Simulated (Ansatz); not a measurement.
Geometry optimisation, Ansatz 0.2.0, RHF/6-31G*.

The input (input.yaml):

```yaml
crystal:
  periodic: [false, false, false]
  atoms:
    - { symbol: Si, position_ang: [0.398043, 0.23725, -0.025658] }
    - { symbol: Cl, position_ang: [0.571431, -0.16157, 2.042079] }
    - { symbol: H, position_ang: [1.776285, 0.475969, -0.482816] }
    - { symbol: H, position_ang: [-0.406748, 1.434946, -0.247882] }
    - { symbol: H, position_ang: [-0.108805, -0.96211, -0.696622] }
    - { symbol: O, position_ang: [-2.309521, -0.291638, 0.832711] }
    - { symbol: Al, position_ang: [-3.608373, -1.066259, 0.044379] }
    - { symbol: H, position_ang: [-4.028916, -2.525239, 0.496054] }
    - { symbol: H, position_ang: [-4.312243, -0.266171, -1.115829] }
    - { symbol: H, position_ang: [-1.933653, -0.613378, 1.665986] }
basis:
  gaussian: { orbitals: "6-31G*" }
hamiltonian:
  xc: hf
relax:
  f_tol: 0.03
  max_steps: 50
```

Command:

```bash
$ ansatz run input.yaml --threads 1 --pin off --max-ram 2048MiB --backend cpu --events-out ev --progress --plain --runs-dir out
```

Problem. Where does it end, and by what steps?

Solution. The forces met the threshold. The force dipped under the threshold on the way, but the program's further checks kept it going. After 24 steps the energy has fallen by 0.122 eV; H8 moved furthest, 1.10 Å.

```
step  energy less start (eV)  largest force component (eV/Å)  accepted
   0                  0.0000                           1.121       yes
   1                 -0.0787                           0.296       yes
   2                 -0.0821                           0.554       yes
   3                 -0.0967                           0.274       yes
   4                 -0.0979                           0.209       yes
   5                 -0.0987                           0.337       yes
   6                 -0.1020                           0.116       yes
   7                 -0.1047                           0.164       yes
   8                 -0.1061                           0.162       yes
   9                 -0.1086                           0.156       yes
  10                 -0.1113                           0.069       yes
  11                 -0.1124                           0.174       yes
  12                 -0.1128                           0.161       yes
  13                 -0.1179                           0.030       yes
  14                 -0.1185                           0.029       yes
  15                 -0.1189                           0.061       yes
  16                 -0.1193                           0.054       yes
  17                 -0.1198                           0.026       yes
  18                 -0.1204                           0.069       yes
  19                 -0.1192                           0.216        no
  20                 -0.1209                           0.057       yes
  21                 -0.1212                           0.059       yes
  22                 -0.1214                           0.067       yes
  23                 -0.1215                           0.049       yes
  24                 -0.1217                           0.006       yes
```

```xyz
10
Properties=species:S:1:pos:R:3
Si 0.712 0.407 -0.033
Cl 0.803 -0.415 1.874
H 2.071 0.869 -0.350
H -0.214 1.541 -0.012
H 0.303 -0.635 -0.976
O -2.418 -0.646 0.641
Al -3.943 -1.185 0.119
H -4.834 -2.059 1.092
H -4.385 -0.772 -1.336
H -2.059 -0.843 1.493
```

The run took 90 s on 1 thread of Arm Neoverse N1, with other jobs on the host, peak memory 0.16 GiB.
